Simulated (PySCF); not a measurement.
- coordinates at the GFN2-xTB level
- σ from GIAO-PBE0/pcSseg-1
- run in PySCF 2.14
- in vacuum, a single conformation, fast rotation and ring inversion assumed for equivalent nuclei, relativity neglected

Scale: TMS for ¹H (σref 31.72) and ¹³C (σref 186.93) (reference shieldings calculated alike). Shifts are as computed. Against solution values, carbons near 30 ppm lie about +3 ppm off and those near 130 ppm about +5 ppm. Of 1211 compounds with measured shifts, 218 miss one by over three times the rms of a fit or turn the order of signals round; such compounds aren't used in these exercises.

**Question.** Order these molecules by the shift of their most deshielded carbon-bound hydrogen, lowest δ first.
A. COc1ccc(C)cp1
B. C=CP(=O)(C#CC)C=C
C. CC1CCCCC1

**Answer.** C (1.80 ppm, hydrogen on an sp3 CH2 in a ring), B (6.74 ppm, hydrogen on a terminal =CH2 carbon), A (8.70 ppm, hydrogen on an aromatic CH).

**Question.** How many ¹³C and ¹H signals does each give (equivalence by symmetry and fast rotation, but not about amide C–N or C=N bonds)? `CC1CCCCC1`, `COc1cc(C)ccp1`, `C=CP(=O)(C#CC)C=C`, `COc1ccc(C)cp1`

**Answer.** CC1CCCCC1: 5 C, 8 H; COc1cc(C)ccp1: 7 C, 5 H; C=CP(=O)(C#CC)C=C: 5 C, 4 H; COc1ccc(C)cp1: 7 C, 5 H.
